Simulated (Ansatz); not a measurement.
A run for Ansatz (a first-principles code): R-wB97M-V/def2-TZVPP on H3NSSn (SMILES [NH2][Sn][SH]), a point of a torsion scan. Elements past Kr take the def2 small-core potentials; no spin–orbit coupling.

Ansatz 0.2 input:
```yaml
crystal:
  periodic: [false, false, false]
  atoms:
    - {symbol: N, position_ang: [-1.29143434, 0.11540227, 0.20365964]}
    - {symbol: Sn, position_ang: [0.20154624, -0.89598150, 1.15104654]}
    - {symbol: S, position_ang: [1.92255071, -0.40763584, -0.55214159]}
    - {symbol: H, position_ang: [-2.26256781, 0.16154991, 0.47930046]}
    - {symbol: H, position_ang: [-1.20553488, 0.59349460, -0.68374323]}
    - {symbol: H, position_ang: [2.75539191, 0.22554443, 0.26330515]}
basis:
  gaussian:
    orbitals: def2-TZVPP
hamiltonian:
  xc: {name: wB97M-V}
scf: {lower_state_search: off}
```

The log:

```
WARN ansatz: RAYON_NUM_THREADS=1 ignored (pool sized by the plan → 1); use --threads N
Functional definition: wB97M-V
these checks for a lower state are left out or cut short: stability, starts, cluster_reference, orbital_swaps, neighbouring_geometries, increment
integrals: 0.11 GiB planned
1055 factors; their error is unknown
integrals: 0.14 GiB planned
221 factors; integrals over basis functions are off by at most 2.2e-5 eV
mean field: 0.88 GiB planned
mean field evaluation 1: about -18199.0399 eV, gradient 5.6e1 eV
mean field evaluation 2: about -18192.4984 eV, gradient 7.7e1 eV
mean field evaluation 4: about -18205.5366 eV, gradient 2.8e0 eV
mean field evaluation 8: about -18205.5577 eV, gradient 7.3e-2 eV
mean field evaluation 16: about -18205.6089 eV, gradient 2.1e-4 eV
mean field -18205.60892098 eV, -669.0437876412 hartree, gradient 3.4e-6 eV, S^2 0.000000; 0 other end points of the search recorded, 0 dependent functions left out
reference -18205.60896752 eV, -669.0437893514 hartree; 24, 24 occupied and 141, 141 virtual orbitals, 1055 factors
Total energy: -18205.60896752 eV, -669.0437893514 hartree
Checks for a lower state left out: stability, starts, cluster_reference, orbital_swaps, neighbouring_geometries, increment
```

Self-consistency was reached.

Cost: very roughly 12 core-seconds.
